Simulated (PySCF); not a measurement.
## C2H4ClNSi: core ionisation energies

C2H4ClNSi.
Bonds: N1–C2 (triple), C2–C3, C3–Si4, Si4–Cl5. Hydrogens: H6, H7 on C3; H8, H9 on Si4.

Level of theory: delta-SCF UKS SCAN, pcX-2 on the ionised atom, pcseg-1 elsewhere, spin-free X2C (PySCF). Binding energies are ΔSCF values: E(core-ionised, relaxed orbitals) − E(ground state) at a fixed geometry, referred to the vacuum level.

List the computed XPS lines with their assignment.

```json
{"atom(s)": "Si4", "bonded to": "Cl, C and 2 H", "level": "Si 2p3/2", "binding energy (eV)": "108.35", "2p1/2 (eV)": "108.98", "above the level's lowest (eV)": "0.00", "count": "1"}
{"atom(s)": "Cl5", "bonded to": "Si", "level": "Cl 2p3/2", "binding energy (eV)": "206.63", "2p1/2 (eV)": "208.28", "above the level's lowest (eV)": "0.00", "count": "1"}
{"atom(s)": "C3", "bonded to": "C, 2 H and Si", "level": "C 1s", "binding energy (eV)": "292.10", "2p1/2 (eV)": "–", "above the level's lowest (eV)": "0.00", "count": "1"}
{"atom(s)": "C2", "bonded to": "N (triple bond) and C", "level": "C 1s", "binding energy (eV)": "292.37", "2p1/2 (eV)": "–", "above the level's lowest (eV)": "+0.27", "count": "1"}
{"atom(s)": "N1", "bonded to": "C (triple bond)", "level": "N 1s", "binding energy (eV)": "404.97", "2p1/2 (eV)": "–", "above the level's lowest (eV)": "0.00", "count": "1"}
{"atom(s)": "Si4", "bonded to": "Cl, C and 2 H", "level": "Si 1s", "binding energy (eV)": "1848.19", "2p1/2 (eV)": "–", "above the level's lowest (eV)": "0.00", "count": "1"}
{"atom(s)": "Cl5", "bonded to": "Si", "level": "Cl 1s", "binding energy (eV)": "2829.22", "2p1/2 (eV)": "–", "above the level's lowest (eV)": "0.00", "count": "1"}
```

The listed C 1s values span 0.27 eV, from C3 (bonded to C, 2 H and Si) to C2 (bonded to N (triple bond) and C). Summing the Pauling electronegativity differences to the bonded atoms, each weighted by its formal bond order, gives -1.35 for the lowest site and +1.47 for the highest.

Which effective nuclear charge Zeff reproduces each element's mean 1s value in the hydrogen-like formula E = 13.606 eV × Zeff²?

C (Z = 6): mean 292.2 eV, Zeff = 4.63, Z − Zeff = 1.37; N (Z = 7): mean 405.0 eV, Zeff = 5.46, Z − Zeff = 1.54; Si (Z = 14): mean 1848.2 eV, Zeff = 11.66, Z − Zeff = 2.34; Cl (Z = 17): mean 2829.2 eV, Zeff = 14.42, Z − Zeff = 2.58. Means run over the listed sites, weighted by atom count.

Give the binding energy of N 1s of N1 in hartree and in kJ/mol.

404.97 eV = 14.8824 Eh = 39074 kJ/mol.

2p3/2 and 2p1/2 are the ΔSCF energy of one spin-free 2p hole plus the eigenvalues of a spin–orbit and ligand-field matrix of the shell. 2p1/2 minus 2p3/2 (ligand field included): Si 0.63 eV, Cl 1.65 eV. One conformer (not necessarily the lowest) at the GFN2-xTB geometry, without solvent, vibrations or thermal averaging.

Conformer computed: `[N:1]#[C:2][CH2:3][SiH2:4][Cl:5]`: C2–C3–Si4–Cl5 -65°.
